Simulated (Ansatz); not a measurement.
Ansatz (a quantum-chemistry and plane-wave program) input (HF/def2-TZVPPD):
A basis named .json is the Basis Set Exchange file of that set.

Ansatz 0.2 input:
```yaml
crystal:
  periodic: [false, false, false]
  atoms:
    - {symbol: Sb, position_ang: [0.16971975, -0.07316651, 0.35690625]}
    - {symbol: C, position_ang: [-0.54972812, -2.15606779, -0.53479914]}
    - {symbol: H, position_ang: [0.11413861, -2.93742647, -0.15732208]}
    - {symbol: H, position_ang: [-0.49456226, -2.12568262, -1.62536558]}
    - {symbol: H, position_ang: [-1.58116485, -2.35907230, -0.22629859]}
    - {symbol: C, position_ang: [1.26103628, 1.81909805, -0.58095547]}
    - {symbol: H, position_ang: [2.28953304, 1.83821063, -0.21277282]}
    - {symbol: H, position_ang: [0.73989540, 2.73634455, -0.28546234]}
    - {symbol: H, position_ang: [1.26476935, 1.73657299, -1.67021089]}
    - {symbol: C, position_ang: [-1.59763067, 0.71900604, -0.75318961]}
    - {symbol: H, position_ang: [-2.48680655, 0.14800856, -0.48051086]}
    - {symbol: H, position_ang: [-1.43547749, 0.63262439, -1.83126956]}
    - {symbol: H, position_ang: [-1.74809752, 1.76969437, -0.49934053]}
basis:
  gaussian:
    orbitals: def2-TZVPPD.json
hamiltonian:
  xc: hf
total_charge: -1
magnetization: {spin_polarized: true, initial_magnetization: 1}
```

End of the output:

```
integrals: 0.27 GiB planned
1824 factors; their error is unknown
mean field: 2.49 GiB planned
mean field evaluation 1: about -9740.1182 eV, gradient 2.1e1 eV
mean field evaluation 2: about -9742.4782 eV, gradient 8.5e0 eV
mean field evaluation 4: about -9742.9685 eV, gradient 7.7e-1 eV
mean field evaluation 8: about -9742.9854 eV, gradient 1.6e-1 eV
mean field evaluation 16: about -9743.6326 eV, gradient 5.4e-4 eV
mean field -9743.63260786 eV, -358.0718938673 hartree, gradient 2.5e-5 eV, S^2 0.775743; 0 other end points of the search recorded, 0 dependent functions left out
reference -9743.63260786 eV, -358.0718938673 hartree; 26, 25 occupied and 294, 295 virtual orbitals, 1824 factors
Total energy: -9743.63260786 eV, -358.0718938673 hartree
```
